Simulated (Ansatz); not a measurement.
`BB(C)CC` and `BB(C)CCl` differ in one atom or group.

Ansatz, PBE0-D4/def2-TZVP geometries, multiplicity 1. Each molecule was computed in one conformer, which needn't be the lowest.

```
                                        property  `BB(C)CC`
            HOMO–LUMO gap (PBE0/def2-TZVPP) / eV       6.14
  size of the dipole moment (PBE/def2-TZVPP) / D       0.83
             LUMO energy (B3LYP/def2-TZVPP) / eV      -1.68
size of the dipole moment (B3LYP/def2-TZVPP) / D       0.73
               HOMO energy (PBE/def2-TZVPP) / eV      -6.30
           LUMO energy (ωB97M-V/def2-TZVPP) / eV       0.44
```

**Question.** What does the change do to each property? (Estimate.)

**Answer.** Computed: 
| property | `BB(C)CCl` | shift |
| --- | --- | --- |
| HOMO–LUMO gap (PBE0/def2-TZVPP) / eV | 6.55 | 0.41 |
| size of the dipole moment (PBE/def2-TZVPP) / D | 2.36 | 1.53 |
| LUMO energy (B3LYP/def2-TZVPP) / eV | -1.60 | 0.08 |
| size of the dipole moment (B3LYP/def2-TZVPP) / D | 2.42 | 1.69 |
| HOMO energy (PBE/def2-TZVPP) / eV | -6.61 | -0.31 |
| LUMO energy (ωB97M-V/def2-TZVPP) / eV | 0.52 | 0.08 |

With PBE0 the HOMO falls by 0.35 eV and the LUMO rises by 0.06 eV, so the gap widens by about 0.41 eV. PBE moves the HOMO by -0.31 eV and ωB97M-V by -0.35 eV. Dipoles are sizes alone; their direction can turn.

B3LYP here is the variant with VWN-RPA as its local correlation; programs differ in this.
